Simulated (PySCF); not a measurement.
F4Ti, charge -1, doublet, at a GFN2-xTB geometry (such geometries of metal compounds can be far from the true shape) (the multiplicity is a formal guess); HF/def2-SVP in PySCF.

PySCF was given this input:
```python
from pyscf import gto, scf

mol = gto.Mole()
mol.atom = '''
Ti
F  1 1.797392
F  1 1.797392 2 99.877133
F  1 1.797392 2 99.877133 3 -135.004363
F  1 1.797392 4 99.877133 2 135.004363
'''
mol.basis = 'def2-svp'
mol.charge = -1
mol.spin = 1
mol.verbose = 4
mol.build()

mf = scf.UHF(mol)
mf.kernel()
mf.analyze()
```

Output, abridged:

```
PySCF version 2.14.0

[INPUT] verbose = 4
[INPUT] num. atoms = 5
[INPUT] num. electrons = 59
[INPUT] charge = -1
[INPUT] spin (= nelec alpha-beta = 2S) = 1
[INPUT] symmetry False subgroup None
[INPUT] Mole.unit = angstrom
[INPUT] Symbol           X                Y                Z      unit          X                Y                Z       unit  Magmom
[INPUT]  1 Ti     0.000000000000   0.000000000000   0.000000000000 AA    0.000000000000   0.000000000000   0.000000000000 Bohr   0.0
[INPUT]  2 F      1.797392000000   0.000000000000   0.000000000000 AA    3.396578618484   0.000000000000   0.000000000000 Bohr   0.0
[INPUT]  3 F     -0.308317299471   0.000000000000   1.770750813782 AA   -0.582635255466   0.000000000000   3.346234072899 Bohr   0.0
[INPUT]  4 F     -0.308317299471  -1.252014558026  -1.252205251148 AA   -0.582635255466  -2.365964618638  -2.366324976411 Bohr   0.0
[INPUT]  5 F     -1.180757403137   1.252014559774  -0.518545560886 AA   -2.231308111481   2.365964621941  -0.979909093184 Bohr   0.0

nuclear repulsion = 321.693706973223
number of shells = 35
number of NR pGTOs = 169
number of NR cGTOs = 87
basis = def2-svp
ecp = {}

******** <class 'pyscf.scf.uhf.UHF'> ********
method = UHF
initial guess = minao
damping factor = 0
level_shift factor = 0
DIIS = <class 'pyscf.scf.diis.CDIIS'>
diis_start_cycle = 1
diis_space = 8
diis_damp = 0
SCF conv_tol = 1e-09
SCF conv_tol_grad = None
SCF max_cycles = 50
direct_scf = True
direct_scf_tol = 1e-13
number electrons alpha = 30  beta = 29
Set gradient conv threshold to 3.16228e-05
init E= -1244.92015563922

cycle= 1 E= -1245.57265466  delta_E= -0.652  |g|= 0.907  |ddm|= 1.93
cycle= 2 E= -1245.46002223927  delta_E= 0.113  |g|= 1.23  |ddm|= 1.62
cycle= 3 E= -1246.02086712373  delta_E= -0.561  |g|= 0.108  |ddm|= 0.713
cycle= 4 E= -1246.05413213292  delta_E= -0.0333  |g|= 0.0819  |ddm|= 0.369
cycle= 5 E= -1246.07051647363  delta_E= -0.0164  |g|= 0.0374  |ddm|= 0.251
cycle= 6 E= -1246.07491346881  delta_E= -0.0044  |g|= 0.0119  |ddm|= 0.181
cycle= 7 E= -1246.07503821421  delta_E= -0.000125  |g|= 0.00642  |ddm|= 0.0445
cycle= 8 E= -1246.07509105473  delta_E= -5.28e-05  |g|= 0.000682  |ddm|= 0.0214
cycle= 9 E= -1246.07509186125  delta_E= -8.07e-07  |g|= 0.000239  |ddm|= 0.00409
cycle= 10 E= -1246.07509194549  delta_E= -8.42e-08  |g|= 6.4e-05  |ddm|= 0.000801
cycle= 11 E= -1246.07509195027  delta_E= -4.78e-09  |g|= 1.76e-05  |ddm|= 0.000191
cycle= 12 E= -1246.07509195079  delta_E= -5.16e-10  |g|= 5.39e-06  |ddm|= 5.38e-05
Extra cycle  E= -1246.07509195082  delta_E= -2.89e-11  |g|= 3.2e-06  |ddm|= 9.98e-06
converged SCF energy = -1246.07509195082  <S^2> = 0.75203255  2S+1 = 2.0020315
**** SCF Summaries ****
Total Energy =                       -1246.075091950816841
Nuclear Repulsion Energy =             321.693706973222959
One-electron Energy =                -2376.866218698850389
Two-electron Energy =                  809.097419774810533
Two-electron Coulomb Energy =          890.998272470900588
DFT Exchange-Correlation Energy =      -81.900852696090055
**** MO energy ****
                             alpha | beta                alpha | beta
MO #1   energy= -183.143877985794  | -183.143584537386  occ= 1 | 1
MO #2   energy= -26.0147794371921  | -26.0144302501731  occ= 1 | 1
MO #3   energy= -26.0147794371918  | -26.0144302501727  occ= 1 | 1
MO #4   energy= -26.014773613362   | -26.0144244476791  occ= 1 | 1
MO #5   energy= -26.0147201835314  | -26.014370658344   occ= 1 | 1
MO #6   energy= -21.3252667406412  | -21.3068784769319  occ= 1 | 1
MO #7   energy= -17.6995716819554  | -17.6877850274932  occ= 1 | 1
MO #8   energy= -17.6987036203395  | -17.6877850274774  occ= 1 | 1
MO #9   energy= -17.6987036203373  | -17.6662314753195  occ= 1 | 1
MO #10  energy= -2.76390461468277  | -2.6979107391743   occ= 1 | 1
MO #11  energy= -1.72463030361471  | -1.65213520023969  occ= 1 | 1
MO #12  energy= -1.69789734773261  | -1.65213520022916  occ= 1 | 1
MO #13  energy= -1.69789734768358  | -1.58489067022959  occ= 1 | 1
MO #14  energy= -1.27771658401721  | -1.27632223938927  occ= 1 | 1
MO #15  energy= -1.26707834809477  | -1.26124728728698  occ= 1 | 1
MO #16  energy= -1.25114426232936  | -1.24724106793631  occ= 1 | 1
MO #17  energy= -1.2511442623161   | -1.24724106791468  occ= 1 | 1
MO #18  energy= -0.450568289052579 | -0.438098494962202 occ= 1 | 1
MO #19  energy= -0.44139549010429  | -0.431096205803184 occ= 1 | 1
MO #20  energy= -0.428006984376795 | -0.427403675887971 occ= 1 | 1
MO #21  energy= -0.416288979089358 | -0.41455784083745  occ= 1 | 1
MO #22  energy= -0.416288979067627 | -0.414557840808588 occ= 1 | 1
MO #23  energy= -0.40918180771099  | -0.40038627924744  occ= 1 | 1
MO #24  energy= -0.401636409679015 | -0.400386279219296 occ= 1 | 1
MO #25  energy= -0.401636409657934 | -0.395407701032621 occ= 1 | 1
MO #26  energy= -0.400751582843052 | -0.394063812077383 occ= 1 | 1
MO #27  energy= -0.380812584398357 | -0.376721959326531 occ= 1 | 1
MO #28  energy= -0.380812584369101 | -0.376721959299407 occ= 1 | 1
MO #29  energy= -0.369799415927091 | -0.370965151141355 occ= 1 | 1
MO #30  energy= -0.208195680910388 | 0.205387328660053  occ= 1 | 0
MO #31  energy= 0.206231516363589  | 0.403426278431041  occ= 0 | 0
MO #32  energy= 0.395859806328916  | 0.421556428354731  occ= 0 | 0
MO #33  energy= 0.406498886966623  | 0.421556428425721  occ= 0 | 0
MO #34  energy= 0.407137634937408  | 0.422902814012603  occ= 0 | 0
MO #35  energy= 0.407137635022225  | 0.429678431218728  occ= 0 | 0
MO #36  energy= 0.479369874447399  | 0.530859922423684  occ= 0 | 0
MO #37  energy= 0.515584768729782  | 0.542400729691165  occ= 0 | 0
MO #38  energy= 0.575563127235148  | 0.580649919500612  occ= 0 | 0

To work with the spin densities directly, `use mulliken_meta_spin()` only printing them here.

 ** Mulliken spin pop alpha/beta on meta-lowdin orthogonal AOs **
 ** Mulliken Spin Density (per AO)  **
spin_pop of  0 Ti 1s        0.00000
spin_pop of  0 Ti 2s        0.00000
spin_pop of  0 Ti 3s        0.00012
spin_pop of  0 Ti 4s        0.02837
spin_pop of  0 Ti 5s        0.00203
spin_pop of  0 Ti 2px      -0.00000
spin_pop of  0 Ti 2py      -0.00000
spin_pop of  0 Ti 2pz      -0.00000
spin_pop of  0 Ti 3px      -0.00011
spin_pop of  0 Ti 3py      -0.00005
spin_pop of  0 Ti 3pz      -0.00012
spin_pop of  0 Ti 4px       0.00023
spin_pop of  0 Ti 4py       0.00011
spin_pop of  0 Ti 4pz       0.00025
spin_pop of  0 Ti 3dxy      0.33526
spin_pop of  0 Ti 3dyz      0.23875
spin_pop of  0 Ti 3dz^2     0.09834
spin_pop of  0 Ti 3dxz      0.06230
spin_pop of  0 Ti 3dx2-y2    0.20042
spin_pop of  0 Ti 4dxy      0.00393
spin_pop of  0 Ti 4dyz      0.00277
spin_pop of  0 Ti 4dz^2     0.00110
spin_pop of  0 Ti 4dxz      0.00059
spin_pop of  0 Ti 4dx2-y2    0.00232
spin_pop of  0 Ti 4f-3      0.00002
spin_pop of  0 Ti 4f-2      0.00008
spin_pop of  0 Ti 4f-1      0.00003
spin_pop of  0 Ti 4f+0      0.00009
spin_pop of  0 Ti 4f+1      0.00004
spin_pop of  0 Ti 4f+2      0.00006
spin_pop of  0 Ti 4f+3      0.00015
spin_pop of  1 F 1s       -0.00000
spin_pop of  1 F 2s       -0.00008
spin_pop of  1 F 3s        0.00006
spin_pop of  1 F 2px      -0.00434
spin_pop of  1 F 2py       0.00933
spin_pop of  1 F 2pz      -0.00001
spin_pop of  1 F 3px       0.00033
spin_pop of  1 F 3py       0.00040
spin_pop of  1 F 3pz       0.00008
spin_pop of  1 F 3dxy     -0.00003
spin_pop of  1 F 3dyz     -0.00000
spin_pop of  1 F 3dz^2     0.00000
spin_pop of  1 F 3dxz     -0.00001
spin_pop of  1 F 3dx2-y2   -0.00000
spin_pop of  2 F 1s       -0.00000
spin_pop of  2 F 2s       -0.00008
spin_pop of  2 F 3s        0.00006
spin_pop of  2 F 2px       0.00031
spin_pop of  2 F 2py       0.00933
spin_pop of  2 F 2pz      -0.00466
spin_pop of  2 F 3px       0.00013
spin_pop of  2 F 3py       0.00040
spin_pop of  2 F 3pz       0.00028
spin_pop of  2 F 3dxy      0.00000
spin_pop of  2 F 3dyz     -0.00003
spin_pop of  2 F 3dz^2     0.00000
spin_pop of  2 F 3dxz     -0.00001
spin_pop of  2 F 3dx2-y2   -0.00000
spin_pop of  3 F 1s       -0.00000
spin_pop of  3 F 2s       -0.00008
spin_pop of  3 F 3s        0.00006
spin_pop of  3 F 2px       0.00031
spin_pop of  3 F 2py       0.00467
spin_pop of  3 F 2pz      -0.00001
spin_pop of  3 F 3px       0.00013
spin_pop of  3 F 3py       0.00060
spin_pop of  3 F 3pz       0.00008
spin_pop of  3 F 3dxy     -0.00000
spin_pop of  3 F 3dyz      0.00000
spin_pop of  3 F 3dz^2    -0.00002
spin_pop of  3 F 3dxz     -0.00000
spin_pop of  3 F 3dx2-y2   -0.00001
spin_pop of  4 F 1s       -0.00000
spin_pop of  4 F 2s       -0.00008
spin_pop of  4 F 3s        0.00006
spin_pop of  4 F 2px       0.00111
spin_pop of  4 F 2py       0.00467
spin_pop of  4 F 2pz      -0.00081
spin_pop of  4 F 3px       0.00009
spin_pop of  4 F 3py       0.00060
spin_pop of  4 F 3pz       0.00012
spin_pop of  4 F 3dxy      0.00000
spin_pop of  4 F 3dyz     -0.00001
spin_pop of  4 F 3dz^2     0.00000
spin_pop of  4 F 3dxz      0.00000
spin_pop of  4 F 3dx2-y2   -0.00003
 ** Mulliken Spin Density (per atom)  **
spin density of  0 Ti =      0.97707
spin density of  1 F =      0.00573
spin density of  2 F =      0.00573
spin density of  3 F =      0.00573
spin density of  4 F =      0.00573
 ** Mulliken pop alpha/beta on meta-lowdin orthogonal AOs **
 ** Mulliken pop       alpha | beta **
In total            30.00000 | 29.00000
 ** Mulliken atomic charges   ( Nelec_alpha | Nelec_beta ) **
charge of  0Ti =      1.72944  (    10.62381      9.64675 )
charge of  1F =     -0.68236  (     4.84405      4.83831 )
charge of  2F =     -0.68236  (     4.84405      4.83831 )
charge of  3F =     -0.68236  (     4.84405      4.83831 )
charge of  4F =     -0.68236  (     4.84405      4.83831 )

WARN: System has nonzero charge -1; the dipole moment is origin-dependent.
Location of origin: [0. 0. 0.]

Dipole moment(X, Y, Z, Debye):  0.00000, -0.00000, -0.00000
```
